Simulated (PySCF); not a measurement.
**Circular dichroism: `InChI=1S/C10H16/c1-10-8-6-4-2-3-5-7-9-10/h6H,2-5,7,9H2,1H3`**

Molfile (atoms numbered from 1):
```
C10H16
     RDKit          3D

 26 26  0  0  0  0  0  0  0  0999 V2000
    3.1070   -0.1899   -0.9458 C   0  0  0  0  0  0  0  0  0  0  0  0
    1.8333   -0.1323   -0.1557 C   0  0  0  0  0  0  0  0  0  0  0  0
    1.1281    0.9598    0.0394 C   0  0  0  0  0  0  0  0  0  0  0  0
    0.2081    1.8629    0.2773 C   0  0  0  0  0  0  0  0  0  0  0  0
   -1.0951    1.9760   -0.4779 C   0  0  0  0  0  0  0  0  0  0  0  0
   -2.1857    1.1211    0.1999 C   0  0  0  0  0  0  0  0  0  0  0  0
   -2.3315   -0.3174   -0.3146 C   0  0  0  0  0  0  0  0  0  0  0  0
   -1.0561   -1.1374   -0.5034 C   0  0  0  0  0  0  0  0  0  0  0  0
   -0.1974   -1.3863    0.7442 C   0  0  0  0  0  0  0  0  0  0  0  0
    1.2955   -1.4325    0.4225 C   0  0  0  0  0  0  0  0  0  0  0  0
    3.9321   -0.5842   -0.3285 H   0  0  0  0  0  0  0  0  0  0  0  0
    3.3998    0.8002   -1.3193 H   0  0  0  0  0  0  0  0  0  0  0  0
    2.9996   -0.8719   -1.8062 H   0  0  0  0  0  0  0  0  0  0  0  0
    0.3071    2.4925    1.1731 H   0  0  0  0  0  0  0  0  0  0  0  0
   -1.4156    3.0295   -0.4979 H   0  0  0  0  0  0  0  0  0  0  0  0
   -0.9632    1.6679   -1.5273 H   0  0  0  0  0  0  0  0  0  0  0  0
   -3.1646    1.6143    0.0803 H   0  0  0  0  0  0  0  0  0  0  0  0
   -1.9951    1.1162    1.2868 H   0  0  0  0  0  0  0  0  0  0  0  0
   -2.8430   -0.2807   -1.2924 H   0  0  0  0  0  0  0  0  0  0  0  0
   -3.0241   -0.8517    0.3596 H   0  0  0  0  0  0  0  0  0  0  0  0
   -1.3340   -2.1069   -0.9502 H   0  0  0  0  0  0  0  0  0  0  0  0
   -0.4375   -0.6369   -1.2655 H   0  0  0  0  0  0  0  0  0  0  0  0
   -0.3684   -0.5944    1.4903 H   0  0  0  0  0  0  0  0  0  0  0  0
   -0.4963   -2.3286    1.2315 H   0  0  0  0  0  0  0  0  0  0  0  0
    1.8762   -1.7055    1.3221 H   0  0  0  0  0  0  0  0  0  0  0  0
    1.4955   -2.2330   -0.3133 H   0  0  0  0  0  0  0  0  0  0  0  0
  1  2  1  0
  2  3  2  0
  3  4  2  0
  4  5  1  0
  5  6  1  0
  6  7  1  0
  7  8  1  0
  8  9  1  0
  9 10  1  0
 10  2  1  0
  1 11  1  0
  1 12  1  0
  1 13  1  0
  4 14  1  0
  5 15  1  0
  5 16  1  0
  6 17  1  0
  6 18  1  0
  7 19  1  0
  7 20  1  0
  8 21  1  0
  8 22  1  0
  9 23  1  0
  9 24  1  0
 10 25  1  0
 10 26  1  0
M  END
```

Theory: PySCF, TDDFT CAM-B3LYP/def2-SVPD circular dichroism and optical rotation, one conformer, gas phase. Geometry: PBE0-D3(BJ)/def2-SVP.

States above about 7.9 eV (minus the energy of the highest occupied orbital) lie near or above the ionisation threshold and depend on the basis. No stereocentre is labelled: unless the shape is locked (an allene, a helicene, a hindered biaryl), the mirror image is equally populated and a measured rotation or CD is zero.

Problem. Which excitations and rotatory strengths does the calculation give?

Solution. Rotatory strengths R in 10⁻⁴⁰ esu² cm², velocity form and length form (origin at the centre of mass); f in length form.
| state | E (eV) | λ (nm) | f | R (velocity) | R (length) | main |
| --- | --- | --- | --- | --- | --- | --- |
| 1 | 5.51 | 225 | 0.001 | +9.1 | +8.9 | HOMO→LUMO 0.34, HOMO→LUMO+1 0.24 |
| 2 | 5.92 | 209 | 0.001 | -12.0 | -12.0 | HOMO−1→LUMO+1 0.40, HOMO→LUMO+1 0.27 |
| 3 | 6.61 | 188 | 0.038 | +43.3 | +41.8 | HOMO→LUMO 0.46, HOMO→LUMO+2 0.30 |
| 4 | 6.86 | 181 | 0.047 | -24.3 | -26.0 | HOMO−1→LUMO 0.71 |
| 5 | 6.94 | 179 | 0.553 | -3.0 | -3.7 | HOMO→LUMO+2 0.27, HOMO→LUMO+1 0.25 |
| 6 | 7.23 | 171 | 0.095 | -4.5 | +0.3 | HOMO→LUMO+4 0.52, HOMO→LUMO+3 0.15 |
| 7 | 7.32 | 169 | 0.127 | +26.6 | +29.7 | HOMO−1→LUMO+2 0.32, HOMO→LUMO+4 0.16 |
| 8 | 7.54 | 164 | 0.009 | -1.3 | -1.3 | HOMO→LUMO+3 0.53, HOMO→LUMO+4 0.08 |
| 9 | 7.58 | 164 | 0.021 | +16.6 | +13.9 | HOMO→LUMO+5 0.36, HOMO−1→LUMO+4 0.29 |
| 10 | 7.66 | 162 | 0.038 | +18.5 | +17.4 | HOMO−1→LUMO+2 0.23, HOMO→LUMO+5 0.19 |
| 11 | 7.84 | 158 | 0.009 | -5.8 | -5.7 | HOMO−1→LUMO+3 0.26, HOMO−1→LUMO+4 0.20 |
| 12 | 7.99 | 155 | 0.007 | +8.4 | +7.6 | HOMO−1→LUMO+5 0.34, HOMO−1→LUMO+3 0.22 |

For state 6 the two forms differ in sign, so the sign of R isn't settled.

Among the states computed, the strongest CD band (largest |R|) is state 3. The largest dissymmetry factor in size, g = 4R/(D+G), with D and G the electric and magnetic dipole strengths, is -0.082 for state 2 (velocity form, f = 0.001), among bands with |R| over 0.5. The mirror image has the same energies and oscillator strengths and all R with the opposite sign.
